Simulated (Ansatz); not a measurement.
Cd₁₀Te₁₀H₂₈. Charge 0, multiplicity 3. Geometry PBE-D4/def2-SVP, loosely relaxed, that of the neutral singlet; atoms count from 1.

Cartesian coordinates in Å:
```
Cd 3.909 -2.531 1.841
Cd -2.929 -3.603 -0.724
Cd -4.356 -0.452 -0.370
Cd 3.344 2.672 2.026
Cd -4.241 3.688 1.382
Cd -0.387 -0.958 1.105
Cd 3.097 -1.139 -1.876
Cd -0.461 1.430 -4.212
Cd 0.735 2.547 -1.497
Cd -3.411 3.915 -1.821
Te -0.944 -3.673 1.499
Te 2.205 -0.151 2.195
Te 2.640 -3.640 -0.422
Te -2.427 0.974 1.535
Te -1.039 -3.182 -3.135
Te -3.065 1.202 -2.659
Te 0.609 3.545 3.172
Te 3.432 3.069 -0.804
Te -1.020 4.171 0.049
Te 0.447 -0.311 -1.544
H 5.212 -2.834 2.887
H 2.345 -3.865 3.888
H -0.648 -6.430 -0.973
H -3.920 -4.968 -0.982
H -5.978 0.005 -0.156
H -3.118 -1.747 -0.650
H 4.524 2.947 3.235
H -4.151 4.146 2.996
H 4.549 -0.654 -2.614
H 5.630 -0.245 -0.030
H -0.406 0.460 -5.596
H 0.212 2.886 -3.311
H -4.652 3.412 -0.291
H -3.766 5.358 -2.660
H -2.158 -3.270 2.596
H 1.703 -3.830 3.460
H 2.193 -0.283 3.877
H 0.109 -6.302 -0.910
H 4.019 -4.494 -0.877
H -3.039 0.404 2.993
H -1.358 -4.769 -3.650
H 0.329 -3.748 -2.328
H -4.278 1.331 -3.818
H 1.391 3.444 4.680
H 0.938 5.196 3.155
H 3.196 4.724 -0.601
H 5.509 -0.017 0.696
H -0.524 5.570 -0.755
```

In the def2 sets Cd, Te take a core potential; there is no spin–orbit coupling. Single mean-field runs in def2-TZVP are fitted with def2-universal-jkfit. The geometry of the charge 0 triplet is only loosely relaxed. In the triplet geometry the species has come apart into loosely held pieces. At PBE0-D4/def2-TZVP a singlet of charge 0 lies 3.75 eV below the triplet at the same geometry.

(1) Estimate the Mulliken populations of the heavy atoms from the PBE0/def2-TZVP orbitals of Ansatz.

(2) Where does the spin sit?

(3) And the Mayer bond orders between heavy atoms (over 0.3)?

Results:

(1) 
```
atom  charge (e)  spin (α − β)  d electrons
 Cd1        0.45         -0.02         9.98
 Cd2        0.33          0.00         9.97
 Cd3        0.40          0.00         9.97
 Cd4        0.41          0.00         9.98
 Cd5        0.41          0.01         9.95
 Cd6        0.61          0.01        10.01
 Cd7        0.15          0.42         9.97
 Cd8        0.37          0.07         9.97
 Cd9        0.52         -0.03        10.00
Cd10        0.39          0.01         9.98
Te11       -0.34          0.01            –
Te12       -0.48          0.23            –
Te13       -0.39          0.07            –
Te14       -0.52          0.00            –
Te15       -0.09          0.01            –
Te16       -0.45          0.04            –
Te17       -0.05          0.01            –
Te18       -0.27          0.14            –
Te19       -0.46          0.01            –
Te20       -0.54          0.64            –
```
Mulliken values depend strongly on the basis.

(2) Summed by element: Cd 0.45, Te 1.16, H 0.39, of 2 unpaired in all. Largest on single atoms: Te20 0.64, Cd7 0.42, Te12 0.23.

(3) Cd1–Te12 0.41 (2.95 Å); Cd1–Te13 0.58 (2.82 Å); Cd2–Te11 0.45 (2.98 Å); Cd2–Te15 0.32 (3.09 Å); Cd3–Te14 0.32 (3.06 Å); Cd4–Te17 0.34 (3.09 Å); Cd4–Te18 0.60 (2.86 Å); Cd6–Te11 0.66 (2.80 Å); Cd6–Te12 0.43 (2.93 Å); Cd6–Te14 0.50 (2.84 Å); Cd6–Te20 0.43 (2.85 Å); Cd7–Te13 0.45 (2.93 Å); Cd7–Te20 0.39 (2.80 Å); Cd8–Te16 0.33 (3.04 Å); Cd9–Te18 0.60 (2.83 Å); Cd9–Te19 0.57 (2.85 Å); Cd9–Te20 0.45 (2.87 Å); Cd10–Te16 0.50 (2.86 Å); Cd10–Te19 0.35 (3.05 Å).
